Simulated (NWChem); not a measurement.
System: CHFO3Si; SMILES O1C(O[SiH]1F)=O

```xyz
7

O     -0.3766     2.3882     0.0000
C     -0.0997     1.2322     0.0000
O      0.1081     0.3935     1.1018
Si     0.4311    -0.8742     0.0000
F     -0.6636    -2.0592     0.0000
O      0.1081     0.3935    -1.1018
H      1.7822    -1.4735     0.0000
```
Atoms are numbered in this order, from 1.

Results from NWChem. Pople sets run with spherical d functions. Structure relaxed at the PBE-D3(BJ)/def2-SVP level. Level: B3LYP/6-31G* with SMD (1 M gas to 1 M solution), gas-phase geometry. Reactions with the solvent are ignored.

For solvent cyclohexanone:

| Quantity | Result |
|---|---|
| solvation free energy (kcal/mol) | -5.5 |
| cavity-dispersion-structure term (kcal/mol) | -0.8 |
| dipole in solution (D) | 4.50 |

**Question.** How do the values read with solvent water instead?

**Answer.** 
| Quantity | Value |
|---|---|
| solvation free energy (kcal/mol) | -3.8 |
| cavity-dispersion-structure term (kcal/mol) | 3.9 |
| dipole in solution (D) | 4.85 |
